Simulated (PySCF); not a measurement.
Static response to an electric field

Compound: C4H9FO3.
Structure used (GFN2-xTB), in Å, numbered top down from 1:
```
atom  x, y, z in Å
C1     2.761    0.411    0.310
O2     1.697    0.209   -0.607
C3     0.987   -0.958   -0.389
O4     0.239   -0.939    0.811
C5    -0.795   -0.038    0.805
F6    -1.148    0.149    2.117
O7    -1.853   -0.527    0.095
C8    -2.917    0.394   -0.077
H9     3.222    1.357    0.035
H10    3.493   -0.400    0.230
H11    2.390    0.459    1.337
H12    1.648   -1.829   -0.277
H13    0.324   -1.087   -1.253
H14   -0.478    0.964    0.439
H15   -2.564    1.298   -0.585
H16   -3.653   -0.116   -0.693
H17   -3.358    0.666    0.885
```

Level: B3LYP/def2-SVPD (PySCF), static field, nuclei fixed, core orbitals frozen in the response. The polarisability tensor in these axes (au):

```
x   78.50 -1.02  0.71
y   -1.02 60.48  1.33
z    0.71  1.33 60.00
```

**Question.** Give the principal values, the mean and the anisotropy Δα = √{½[(α1 − α2)² + (α2 − α3)² + (α1 − α3)²]}.

**Answer.** Principal values 58.82, 61.59 and 78.58 au; mean 66.33 au = 9.83 Å³ = 10.94 × 10⁻⁴⁰ C²·m²/J; Δα = 18.53 au (28 % of the mean).

**Question.** What is the dipole moment, and where does it point?

**Answer.** (0.49, 1.04, -1.53) D, 1.91 D in size, pointing from the negative to the positive side. Measured along this direction, the outermost atoms are F6 at the negative end and H9 at the positive end.

**Question.** Form Σ f/ω² (atomic units) for the 8 lowest TDDFT singlets, given as eV and f, and set it beside the mean polarisability, which is this sum over all singlets: 7.51, 0.0084; 7.77, 0.0063; 8.04, 0.0367; 8.18, 0.0053; 8.25, 0.0088; 8.35, 0.0047; 8.44, 0.0141; 8.51, 0.0074.

**Answer.** They add up to 1.03 au, 1.6 % of the 66.33 au; the largest single term is 0.42 au, from the state at 8.04 eV. Terms in order: 0.11, 0.08, 0.42, 0.06, 0.10, 0.05, 0.15, 0.08 au. Higher excitations give the rest. The strengths listed sum to 0.092.

**Question.** What depolarisation ratio follows for Rayleigh scattering of linearly polarised light, taking the static tensor?

**Answer.** ρ = 3Δα²/(45ᾱ² + 4Δα²) = 1030.5/(197966 + 1374.0) = 0.00517.

**Question.** How large is μ²/3kT at 500 K beside α?

**Answer.** In Gaussian units μ²/3kT = 17.69 Å³ against 9.83 Å³, a ratio of 1.80; the Debye molar polarisation (4π/3)N_A(α + μ²/3kT) is 69.4 cm³/mol, leaving out the vibrational part.

**Question.** Find the Langevin capture rate constant for NH4+ (18.034 u) meeting this molecule (124.054 u), k = 2.342 × 10⁻⁹ cm³/s × √(α in Å³ / reduced mass in u).

**Answer.** The reduced mass is 15.75 u, so k = 1.85 × 10⁻⁹ cm³/s. The formula leaves out the permanent dipole, which adds to the capture rate.

Isolated species at its GFN2-xTB geometry (one conformer only).

The run behind these numbers computed excited states as well. Time: 54 s wall. Hardware: an Arm Neoverse V2 with one thread (shared host).
